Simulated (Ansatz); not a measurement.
Born–Oppenheimer molecular dynamics of ClFGaH3O2 (8 atoms, charge 0, multiplicity 1). It starts at the highest image of a converged band, a first-order saddle point between two minima.

The calculation used Ansatz, RKS PBE/def2-SVP.

- ensemble: NVE (velocity Verlet)
- time step: 0.5 fs
- steps asked: 200
- starting velocities drawn for: 100 K
- seed: 2526

First frame:

```xyz
8
Properties=species:S:1:pos:R:3
Ga 0.029 -0.046 -0.044
Cl -0.053 -0.432 2.171
O 1.635 -0.007 -0.838
H 2.013 -0.902 -0.915
O -1.516 -0.244 -0.932
H -2.253 -0.399 -0.312
F 0.043 1.984 0.728
H 0.049 1.559 1.605
```

(1) How far do the bonds stretch over the last three quarters of this one trajectory? (Pairs bonded in most of those frames.)

## Answers

(1) 
| bond | mean (Å) | spread (Å) | shortest | longest |
| --- | --- | --- | --- | --- |
| Ga1–Cl2 | 2.258 | 0.015 | 2.23 | 2.27 |
| Ga1–O3 | 1.788 | 0.008 | 1.78 | 1.80 |
| Ga1–O5 | 1.792 | 0.008 | 1.78 | 1.80 |
| Ga1–F7 | 2.221 | 0.009 | 2.21 | 2.23 |
| O3–H4 | 0.977 | 0.016 | 0.95 | 1.00 |
| O5–H6 | 0.976 | 0.007 | 0.96 | 0.99 |
| F7–H8 | 0.974 | 0.009 | 0.96 | 0.99 |

Mean temperature of the second half: 99 K. The conserved energy stayed within 0.07 meV per atom of its start (net change 0.065 meV per atom), so the integration is sound. A run of 0.1 ps of so small a system gives no equilibrium averages. The orbitals stay closed-shell, which can raise the energy where a bond breaks towards radicals; this wasn't checked here.

The run took 6 min on 2 threads of Arm Neoverse V1 (shared host), peak memory 0.15 GiB.
